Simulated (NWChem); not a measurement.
System meant: CH₃ClF₂Sn; SMILES [CH3][Sn]([F])([F])[Cl]

NWChem input:

```
start job
memory heap 200 mb stack 900 mb global 1100 mb
geometry units angstroms noautoz
  C     -1.613770    -1.606442    -0.048914
  Sn     0.046530    -0.290301     0.004049
  F      1.281379    -0.640550    -1.431253
  F      1.115741    -0.553284     1.583679
  Cl    -0.429357     1.982343    -0.087946
  H     -2.535537    -1.015131    -0.116199
  H     -1.602995    -2.202612     0.872798
  H     -1.504644    -2.254340    -0.928362
end
basis spherical
  C library def2-svp
  Sn library def2-svp
  F library def2-svp
  Cl library def2-svp
  H library def2-svp
end
dft
  xc pbe0
  iterations 150
  mulliken
end
task dft energy
```

End of the output:

```
             Grid Information
             ----------------
          Grid used for XC integration:  medium
          Radial quadrature: Mura-Knowles
          Angular quadrature: Lebedev.
          Tag              B.-S. Rad. Rad. Pts. Rad. Cut. Ang. Pts.
          ---              ---------- --------- --------- ---------
          C                   0.70       49          10.0       434
          Sn                  1.45      123           9.0       590
          F                   0.50       49          11.0       434
          Cl                  1.00       88          11.0       590
          H                   0.35       45          11.0       434
          Grid pruning is: on
          Number of quadrature shells:   399
          Spatial weights used:  Erf1

          Convergence Information
          -----------------------
          Convergence aids based upon iterative change in
          total energy or number of iterations.
          Levelshifting, if invoked, occurs when the
          HOMO/LUMO gap drops below (HL_TOL):  1.00D-02
          DIIS, if invoked, will attempt to extrapolate
          using up to (NFOCK): 10 stored Fock matrices.

                    Damping( 0%)  Levelshifting(0.5)       DIIS
                  --------------- ------------------- ---------------
          dE  on:    start            ASAP                start
          dE off:    2 iters        150 iters           150 iters

      Screening Tolerance Information
      -------------------------------
          Density screening/tol_rho:  1.00D-10
          AO Gaussian exp screening on grid/accAOfunc:  14
          CD Gaussian exp screening on grid/accCDfunc:  20
          XC Gaussian exp screening on grid/accXCfunc:  20
          Schwarz screening/accCoul:  1.00D-08

      Superposition of Atomic Density Guess
      -------------------------------------

      charge =      50.0 Sn (Tin)

      symmetry species            s     p     d     f
      number of basis functions =10     7     6
      number of cont. functions = 4     4     2
      number of closed shells   = 5     3     2
      number of open shells     = 0     1     0
      open shell occupation     = 0     2     0
 ------------------------------------------------------------------------
 atomscf:atomd: error in atom scf                   0
 ------------------------------------------------------------------------
 ------------------------------------------------------------------------
  current input line :
    25: task dft energy
 ------------------------------------------------------------------------
 ------------------------------------------------------------------------
 This error has not yet been assigned to a category
 ------------------------------------------------------------------------
 For more information see the NWChem manual at https://nwchemgit.github.io

0:atomscf:atomd: error in atom scf:Received an Error in Communication
```

Q: What is wrong, and how is it mended?

A: The run crashed. Cause: the def2 basis of a heavy element holds valence functions alone and wants its effective core potential (without it all electrons must fit into that basis). This input runs:
```
start job
memory heap 200 mb stack 900 mb global 1100 mb
geometry units angstroms noautoz
  C     -1.613770    -1.606442    -0.048914
  Sn     0.046530    -0.290301     0.004049
  F      1.281379    -0.640550    -1.431253
  F      1.115741    -0.553284     1.583679
  Cl    -0.429357     1.982343    -0.087946
  H     -2.535537    -1.015131    -0.116199
  H     -1.602995    -2.202612     0.872798
  H     -1.504644    -2.254340    -0.928362
end
basis spherical
  C library def2-svp
  Sn library def2-svp
  F library def2-svp
  Cl library def2-svp
  H library def2-svp
end
ecp
  Sn library def2-ecp
end
dft
  xc pbe0
  iterations 150
  mulliken
end
task dft energy
```
It converges to -913.47818 Ha (PBE0/def2-SVP with def2 effective core potentials on Sn).
